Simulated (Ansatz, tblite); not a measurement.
Cost and result up the ladder for [Co(PH3)Cl5]2- (CoPH3Cl5²⁻) (10 atoms). The state is a singlet with charge -2. Geometry: PBE0-D4/def2-SVPD.

```xyz
10

Co   -0.8070    0.2437   -0.3877
P     1.1080   -0.3238    0.5056
H     1.5831   -1.6397    0.2672
H     1.2216   -0.2628    1.9146
H     2.2646    0.4171    0.1339
Cl   -2.8938    0.7917   -1.1605
Cl   -0.4819   -1.4673   -1.8988
Cl   -0.7533    1.8859    1.2513
Cl    0.3088    1.6650   -1.8086
Cl   -1.5500   -1.3097    1.1830
```

Ansatz on 4 threads of Arm Neoverse N1 on a shared host; xTB runs through tblite on one thread. Times are rough, summed over both states, and most runs start from the orbitals of an earlier one. CAM-B3LYP-D4/def2-TZVPD serves as the yardstick here, not as an exact answer. The other state is a quintet at its own geometry.

The xTB rows come from tblite. A multiply charged anion in the gas phase is held together partly by the finite basis.

Run but left out: HF/STO-3G, B2PLYP/def2-TZVPD (singlet: restricted singlet, unstable in another Hartree–Fock run and untested here); HF/def2-TZVPD, r2SCAN-D4/def2-TZVPD, MP2/def2-TZVPD (singlet: restricted singlet, unstable towards broken spin symmetry).

xTB has no spin-polarisation term.

```json
{"level": "GFN2-xTB", "functions": "66", "wall time": "0.046 s"}
{"level": "GFN1-xTB", "functions": "69", "wall time": "0.047 s"}
{"level": "PBE-D4/def2-TZVPD", "functions": "348", "wall time": "90 s"}
{"level": "BLYP-D4/def2-TZVPD", "functions": "348", "wall time": "97 s"}
{"level": "CAM-B3LYP-D4/def2-TZVPD (with forces)", "functions": "348", "wall time": "4.6 min"}
```

**Question.** Estimate what each level gives for the quintet − singlet (eV).

**Answer.** 
```tsv
level	quintet − singlet (eV)	difference from CAM-B3LYP-D4/def2-TZVPD (eV)	remarks
GFN2-xTB	1.96	1.77	–
GFN1-xTB	2.57	2.37	–
PBE-D4/def2-TZVPD	0.66	0.47	HOMO above zero (quintet), HOMO above zero (singlet)
BLYP-D4/def2-TZVPD	0.63	0.43	HOMO above zero (quintet), HOMO above zero (singlet)
CAM-B3LYP-D4/def2-TZVPD (with forces)	0.19	0.00	–
```
